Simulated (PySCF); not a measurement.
**Vertical excitation energies**

Compound: C6H6O3.
SMILES: `C#C/C=C\OCOC=O`

Theory: TDDFT PBE0/def2-SVPD, vertical, gas phase, core orbitals frozen in the response in PySCF. Isolated species at its GFN2-xTB geometry (one conformer only). Torsions of this conformer, `[CH:1]#[C:2]/[CH:3]=[CH:4]\[O:5][CH2:6][O:7][CH:8]=[O:9]`: C3–C4–O5–C6 -169°, C4–O5–C6–O7 70°, O5–C6–O7–C8 99°, C6–O7–C8–O9 5°.

```tsv
state	E (eV)	ν̃ (cm⁻¹)	f	main configurations (H = HOMO, L = LUMO)
S1	5.47	44090	0.069	H-1→L (76%), H→L (16%)
S2	5.49	44320	0.300	H→L (67%), H-1→L (20%)
S3	5.61	45230	0.035	H→L+1 (87%)
S4	5.95	48000	0.0017	H→L+2 (44%), H-2→L+1 (27%), H→L+3 (20%)
S5	5.99	48320	0.0027	H-2→L+1 (64%), H→L+2 (16%)
S6	6.60	53270	0.0026	H→L+3 (34%), H→L+2 (34%), H→L+6 (16%)
```

Triplets, Tamm–Dancoff:

| state | E (eV) | λ (nm) | main configurations (H = HOMO, L = LUMO) |
| --- | --- | --- | --- |
| T1 | 3.34 | 371.5 | H→L (95%) |
| T2 | 5.08 | 244.1 | H-1→L (82%) |

The lowest singlet lies at 5.47 eV (227 nm, ultraviolet) and is of moderate strength; its leading configuration is HOMO-1→LUMO (76%). The strongest level in the table is S2 at 5.49 eV (226 nm, f = 0.300). Löwdin shares by element: HOMO carbon 79% or more (atoms not listed hold the other 21%); LUMO carbon 78% or more (atoms not listed hold the other 22%). Weighted by f, the mean energy of these states is 5.51 eV. Of the 6 states listed, 3 reach f = 0.01 and none stays under 0.0005. The listed states span 1.14 eV, and the widest gap between neighbours is 0.61 eV (S5 to S6). No computed singlet lies in the visible range (380 to 750 nm); the lowest, at 227 nm, stands 2.20 eV above its violet end (3.26 eV). Only the lowest 6 singlets were computed, as vertical energies without vibronic structure.

Time: 50 s of wall time; peak memory 0.96 GiB. Hardware: one thread of an Intel Xeon Platinum 8488C, shared host.
